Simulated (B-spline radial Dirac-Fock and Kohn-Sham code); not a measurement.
Satellites and hypersatellites of the K lines of Mo

System: the Mo atom in the configuration 1s2 2s2 2p6 3s2 3p6 3d10 4s2 4p6 4d4 5s1 5p1 (an excited configuration).

Level of theory: Dirac-Fock ΔSCF + Breit + QED; an atomic code on a B-spline grid. Each two-hole energy is an average over J within one jj subconfiguration, not an observable level; in light atoms, where LS coupling holds, the j-resolved values are not observed lines, and for a K spectator the Kα1 hypersatellite is nearly forbidden. Correlation and solid-state effects are left out.

Lines without a spectator: Kα2 (K-L2) 17372.6 eV, Kα1 (K-L3) 17477.5 eV, Kβ3 (K-M2) 19585.3 eV, Kβ1 (K-M3) 19603.1 eV. Shifts in eV with one spectator hole (a dash: not computed, or left out as unreliable):

| spectator hole | Kα2 | Kα1 | Kβ3 | Kβ1 |
| --- | --- | --- | --- | --- |
| K (1s) | +467.1 | +477.3 | +592.2 | +594.2 |
| L2 (2p1/2) | +48.9 | +60.9 | – | +131.8 |
| L3 (2p3/2) | +50.7 | +49.9 | +120.8 | – |
| M2 (3p1/2) | – | +5.93 | +13.86 | +17.16 |
| M3 (3p3/2) | +4.70 | – | +15.14 | +14.54 |
| M4 (3d3/2) | +0.27 | -1.74 | – | – |
| M5 (3d5/2) | -2.02 | -0.63 | – | – |
